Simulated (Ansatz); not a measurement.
Predict a relaxed structure of the cluster GaSb₂ (the lowest doublet isomer of a short search), charge 0, doublet, at r2SCAN-D4/def2-TZVP (Ansatz).


Cartesian coordinates in Å:
```
Ga 0.527 1.675 -0.102
Sb -0.542 -0.827 -1.201
Sb 0.015 -0.848 1.303
```
Point group C2v (tolerance 0.1 Å). This is one stationary point.

In the def2 sets Sb takes a core potential; there is no spin–orbit coupling. The structure comes from a short search, and lower isomers may exist.
